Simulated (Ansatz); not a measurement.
`F[Si](F)(F)Br` + `F[SiH](F)F` → `F[Si](F)(F)[Si](F)(F)F` + HBr  (formal exchange of groups at the Si–Br bond)

Computed with Ansatz on PBE0-D4/def2-TZVP structures; ΔE is electronic, products minus reactants. CCSD(T)/CBS adds triple-zeta CCSD(T) − MP2 to the extrapolated MP2 energy (def2 sets, frozen cores). Functionals use def2-TZVPP. HSE06 is defined as in plane-wave codes. For Br outer-core shells are correlated without core-valence functions, which leaves a few kJ/mol of doubt a bond. Scalar relativity is left out up to krypton. Each species was taken in one conformer, which may not be the lowest.

`F[Si](F)(F)Br`:

Z-matrix (Å, degrees):
```
Si
F 1 1.568
F 1 1.567 2 108.4
Br 1 2.162 2 110.6 3 -121.3
F 1 1.567 2 108.3 3 117.4
```

`F[SiH](F)F`:

```xyz
5

F     1.513    0.328   -0.182
Si   -0.022    0.028   -0.019
F    -0.359    0.001    1.517
F    -0.311   -1.400   -0.612
H    -0.821    1.042   -0.704
```

`F[Si](F)(F)[Si](F)(F)F`:

Cartesian coordinates in Å:
```
F 1.528 1.457 0.820
Si 0.626 0.918 -0.353
F 1.562 0.521 -1.554
F -0.319 2.084 -0.826
Si -0.626 -0.918 0.352
F -1.553 -0.524 1.562
F -1.537 -1.449 -0.816
F 0.319 -2.089 0.814
```

HBr:

Cartesian coordinates in Å:
```
Br -0.162 0.660 0.207
H 0.162 -0.660 -0.207
```

| level | ΔE (kcal/mol) | difference from CCSD(T)/CBS |
| --- | --- | --- |
| revPBE-D4 | 23.0 | -5.9 |
| BLYP-D4 | 23.4 | -5.5 |
| B97M-V | 27.4 | -1.5 |
| r2SCAN0-D4 | 28.9 | 0.0 |
| CAM-B3LYP-D4 | 26.2 | -2.7 |
| BLYP | 24.6 | -4.3 |
| HSE06 | 26.4 | -2.5 |
| HF/def2-SVP | 30.0 | 1.1 |
| CCSD(T)/def2-TZVPP | 28.0 | -0.9 |
| MP2/CBS(def2) | 31.5 | 2.6 |
| CCSD(T)/CBS | 28.9 | 0 |

(1) What do rigid-rotor, harmonic-oscillator terms from PBE0-D4/def2-TZVP frequencies (298.15 K, 1 bar) make of the CCSD(T)/CBS value? (Estimate.)

Largest T1 diagnostic among the species: 0.013.

## Answers

(1) Ansatz gave: ΔZPE = -1.8 kcal/mol, ΔH = +28.3 kcal/mol, ΔS = -2 J/(mol·K), ΔG = +28.4 kcal/mol. Modes under 50 cm⁻¹ make the entropy rough.

Leaving LDA and LC-ωPBE aside and taking each functional with its dispersion term where it has one, the values, not all of them listed here, spread over 6.0 kcal/mol, from revPBE-D4 to PBE-QIDH. At CCSD(T), def2-SVP lies −1.0 kcal/mol from the extrapolated value and def2-TZVPP −0.9 kcal/mol. From BLYP to BHLYP (50 % exact exchange), in def2-TZVPP and without D4, ΔE moves by +4.2 kcal/mol.
